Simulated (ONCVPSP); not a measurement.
## Configuration tests for gold (ONCV)

ONCVPSP 4.0.1 input, shortened (lines: element, Z, core and valence counts, functional; n l f; lmax; l rc ep ncon nbas qcut; lloc lpopt rc5 dvloc0; l nproj debl; icmod fcfact rcfact), PW91, fully relativistic:

```
  Au 79.00   10    3  -109134      upf
    1    0    2.00
    2    0    2.00
    2    1    6.00
    3    0    2.00
    3    1    6.00
    3    2   10.00
    4    0    2.00
    4    1    6.00
    4    2   10.00
    4    3   14.00
    5    0    2.00
    5    1    6.00
    5    2    8.00
    2
    0    1.55    0.00    4    8    8.40
    1    1.06    0.00    4    7    7.60
    2    2.10    0.00    4    9    8.70
    4    4    0.70    3.00
    0    2    0.90
    1    1    1.60
    2    2    2.20
    2    0.35    0.75
```

Open shells are filled in proportion to 2j + 1.

In the s channel the program set the typed energies aside and used -5.309, 0.050 Ha.

Energies are relative to the spin-unpolarised reference configuration 5s2 5p6 5d8; without spin polarisation the order of configurations can differ from experiment.

**Question.** Give the all-electron excitation energy and the error of the potential for: 5s2 5p6 5d10 6s1; 5s2 5p6 5d10; 5s2 5p6 5d9; 5s2 5p6 5d9 6s2.

**Answer.**

```
valence configuration  charge  ΔE all-electron (eV)  error AE − PS (meV)
     5s2 5p6 5d10 6s1       0               -64.774                 +1.7
         5s2 5p6 5d10      +1               -55.265                 +2.2
          5s2 5p6 5d9      +2               -33.959                 +0.7
      5s2 5p6 5d9 6s2       0               -63.075                 -6.5
```

Note: ghosts flagged at negative energy: s at -91.2 eV, p3/2 at -21.2 eV; GHOST(+) flagged for p1/2 at 27.0 eV. A true bound ghost makes a file unfit for plane-wave use.
